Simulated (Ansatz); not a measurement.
Stepwise reaction of `C[CH2][InH2]` with hydrogen fluoride, as a gas-phase model of exchange steps in deposition or etching. ΔE in kJ/mol; ΔG adds harmonic PBE0-D4 terms to CCSD(T)/CBS, at 1 bar.

Calculated with Ansatz (gas phase, PBE0-D4/def2-TZVP geometries, no zero-point term in ΔE). CCSD(T)/CBS is the MP2 limit (def2-TZVPP, def2-QZVPP) plus CCSD(T) − MP2 in def2-TZVPP, frozen cores. This one scheme is used for every species. Functionals use def2-TZVPP. B3LYP here is the variant with VWN-RPA as its local correlation; programs differ in this. Elements past krypton have def2 core potentials. For In outer-core shells are correlated without core-valence functions, which leaves a few kJ/mol of doubt a bond. One conformer a species, not always the lowest.

```csv
step,reaction,PBE-D4,B3LYP-D4,ωB97M-V,CCSD(T)/CBS,ΔG(600 K)
1,`C[CH2][InH2]` + H–F → `C[CH2][InH][F]` + H₂,-74.3,-75.3,-68.2,-71.5,-68.8
```

Q: Give the row of step 2, `C[CH2][InH][F]` + H–F → `C[CH2][In]([F])[F]` + H₂. (An estimate is asked.)

A: The calculation gave: 
```
step                                            reaction  PBE-D4  B3LYP-D4  ωB97M-V  CCSD(T)/CBS  ΔG(600 K)
   2  `C[CH2][InH][F]` + H–F → `C[CH2][In]([F])[F]` + H₂   -47.3     -48.3    -43.0        -44.1      -42.2
```

Q: By hand: ΔE of the 2 steps together at CCSD(T)/CBS.

A: (-71.5) + (-44.1) = -115.6 kJ/mol, or -57.8 kJ/mol a step.

In ΔE each step is higher than the one before. All are downhill at CCSD(T)/CBS. ΔG lies between -68.8 and -42.2 kJ/mol a step. PBE-D4 differs from CCSD(T)/CBS by -3.2 to -2.8 kJ/mol a step. Isolated molecules leave out the surface, adducts and barriers. Largest T1 diagnostic: 0.015.
